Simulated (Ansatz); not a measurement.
Coupled-cluster run, C2H6F2OSi, SMILES `C[SiH2]C(O)(F)F`.

```yaml
crystal:
  periodic: [false, false, false]
  atoms:
    - {symbol: C, position_ang: [-0.484226, -1.128583, 1.288951]}
    - {symbol: Si, position_ang: [0.627922, -0.727739, -0.147829]}
    - {symbol: C, position_ang: [0.249865, 1.068859, -0.739622]}
    - {symbol: O, position_ang: [-1.042841, 1.195958, -1.121562]}
    - {symbol: F, position_ang: [1.076592, 1.443922, -1.765354]}
    - {symbol: F, position_ang: [0.525308, 1.971618, 0.259969]}
    - {symbol: H, position_ang: [-0.293783, -2.139004, 1.657498]}
    - {symbol: H, position_ang: [-1.531796, -1.063039, 0.988304]}
    - {symbol: H, position_ang: [-0.316673, -0.427217, 2.108934]}
    - {symbol: H, position_ang: [2.064526, -0.738668, 0.223090]}
    - {symbol: H, position_ang: [0.398605, -1.619127, -1.311787]}
    - {symbol: H, position_ang: [-1.196500, 2.107821, -1.406693]}
basis:
  gaussian: {orbitals: def2-TZVPP}
correlation: {method: ccsd_t}
```

```sh
$ ansatz run in.yaml --threads 4 --pin off --events-out ev --progress --plain --max-ram 10444MiB
```

Output of Ansatz, abridged:

```
Functional definition: HF
1712 factors; integrals over basis functions are off by at most 9.9e-4 eV
mean field evaluation 1: about -17466.8277 eV, gradient 4.8e1 eV
mean field evaluation 2: about -17467.1120 eV, gradient 4.8e1 eV
mean field evaluation 4: about -17471.8660 eV, gradient 4.2e0 eV
mean field evaluation 8: about -17471.9431 eV, gradient 2.7e-1 eV
mean field evaluation 16: about -17471.9434 eV, gradient 8.5e-7 eV
mean field -17471.94343313 eV, -642.0820782589 hartree, gradient 8.5e-7 eV, S^2 0.000000; 0 other end points of the search recorded, 0 dependent functions left out
10 core orbitals not correlated: weight in the atoms' cores, before any rotation towards them, 1.000 or more for the frozen orbitals, at most 0.000 for the correlated occupied ones
reference -17471.94343313 eV, -642.0820782589 hartree; 19, 19 occupied and 252, 252 virtual orbitals, 1712 factors
second order -32.62139170 eV of doubles, -0.00000000 eV of singles
cycle   1  -32.76737931 eV  change   -1.5e-1 eV  update   1.2e-1
cycle   2  -33.49512797 eV  change   -7.3e-1 eV  update   3.4e-2
cycle   3  -33.65603229 eV  change   -1.6e-1 eV  update   1.7e-2
cycle   4  -33.63821807 eV  change    1.8e-2 eV  update   3.7e-3
cycle   5  -33.63609077 eV  change    2.1e-3 eV  update   1.7e-3
cycle   6  -33.63721991 eV  change   -1.1e-3 eV  update   5.0e-4
cycle   7  -33.63696034 eV  change    2.6e-4 eV  update   1.8e-4
cycle   8  -33.63684489 eV  change    1.2e-4 eV  update   5.2e-5
cycle   9  -33.63686224 eV  change   -1.7e-5 eV  update   1.9e-5
perturbative correction -1.16221964 eV, -0.0427107839 hartree
Total energy: -17506.74251501 eV, -643.3609209304 hartree
```

Hardware: 4 threads of an Intel Xeon on a shared host. Wall time 3.2 min, peak host memory 8.7 GiB.

The correlation energy is -34.799 eV, 3.3 % of it from (T); the T1 diagnostic reads 0.0120.
